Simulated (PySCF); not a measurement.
This PySCF input asks for the NMR shieldings of `InChI=1S/C6H8BClF2/c1-6(2)3-4(5(6)8)7(9)10/h3,5H,1-2H3/t5-/m0/s1`; the geometry comes from GFN2-xTB.

```python
import basis_set_exchange as bse
import numpy as np
from pyscf import gto, dft
from pyscf.prop import nmr

atoms = """
C    -0.885826    1.696315    0.398059
C    -0.633037    0.228856    0.083965
C    -1.941257   -0.528294   -0.105712
C     0.359317   -0.434975    1.004489
C     1.299652   -0.632864    0.061224
B     2.722033   -1.225263    0.064757
F     3.307978   -1.633880    1.175868
F     3.450154   -1.382463   -1.021782
C     0.430146   -0.045276   -1.031149
Cl    1.108898    1.359532   -1.865734
H    -1.489223    1.779732    1.298985
H     0.051791    2.222266    0.555675
H    -1.414488    2.167577   -0.426838
H    -1.751006   -1.580343   -0.305565
H    -2.497556   -0.106649   -0.939269
H    -2.549434   -0.451514    0.792287
H     0.308157   -0.677327    2.050011
H     0.114943   -0.749114   -1.800927
"""
names = dict.fromkeys(["C", "B", "F", "Cl", "H"], "pcSseg-1")
basis = {el: gto.basis.parse(bse.get_basis(n, elements=[el], fmt="nwchem")) for el, n in names.items()}
mol = gto.M(atom=atoms, basis=basis, charge=0, verbose=0)
mf = dft.RKS(mol, xc="PBE0")
mf.grids.level = 2
mf.grids.alignment = dft.numint.BLKSIZE   # the property module wants whole blocks of grid points
mf.conv_tol = 1e-9
mf.kernel()

calc = nmr.RKS(mf)   # GIAO
C = mf.mo_coeff
Co = C[:, mf.mo_occ > 0]
resp = mf.gen_response(singlet=True, hermi=2)
def vind(x):   # induced exchange potential for any number of trial vectors
    d = np.einsum("pi,xij,qj->xpq", C, 2 * x.reshape(-1, C.shape[1], Co.shape[1]), Co, optimize=True)
    return np.einsum("xpq,pi,qj->xij", resp(d - d.transpose(0, 2, 1)), C, Co, optimize=True).ravel()
mo1, _ = nmr.rhf.solve_mo1(calc, with_cphf=vind)
sigma = calc.kernel(mo1)
for i, s in enumerate(sigma):   # ppm
    w = np.linalg.eigvalsh((s + s.T) / 2)
    print("%2d %-2s iso %8.1f  s11 %8.1f  s22 %8.1f  s33 %8.1f" % (i, mol.atom_pure_symbol(i), w.mean(), *w))
```

Q: What does it print?

A: 
```
 0 C  iso    161.7  s11    147.6  s22    157.6  s33    180.0
 1 C  iso    133.8  s11    122.2  s22    136.6  s33    142.7
 2 C  iso    160.8  s11    141.4  s22    155.0  s33    186.1
 3 C  iso      0.9  s11   -126.9  s22    -18.3  s33    147.9
 4 C  iso     40.3  s11    -65.3  s22     36.3  s33    149.8
 5 B  iso     80.4  s11     72.8  s22     82.7  s33     85.8
 6 F  iso    255.9  s11     90.0  s22    302.4  s33    375.3
 7 F  iso    255.8  s11     94.5  s22    297.4  s33    375.4
 8 C  iso    119.1  s11     86.1  s22    125.7  s33    145.5
 9 Cl iso    828.6  s11    714.6  s22    730.4  s33   1040.9
10 H  iso     30.6  s11     26.5  s22     28.3  s33     36.9
11 H  iso     30.3  s11     25.5  s22     30.2  s33     35.2
12 H  iso     30.4  s11     26.8  s22     28.5  s33     35.8
13 H  iso     30.7  s11     26.6  s22     29.0  s33     36.6
14 H  iso     30.4  s11     26.7  s22     28.3  s33     36.2
15 H  iso     30.5  s11     26.3  s22     28.3  s33     36.9
16 H  iso     23.9  s11     21.5  s22     24.5  s33     25.7
17 H  iso     27.3  s11     22.9  s22     27.1  s33     32.1
```

These numbers come from an equivalent density-fitted implementation of the same equations, which agrees with the script to about 0.01 ppm for H and up to a few tenths of a ppm for heavy atoms, so last digits may differ.

Size and cost of the density-fitted run: 217 basis functions, 56 s wall time on 1 thread of an Arm Neoverse V2, shared host; peak memory 0.96 GiB.
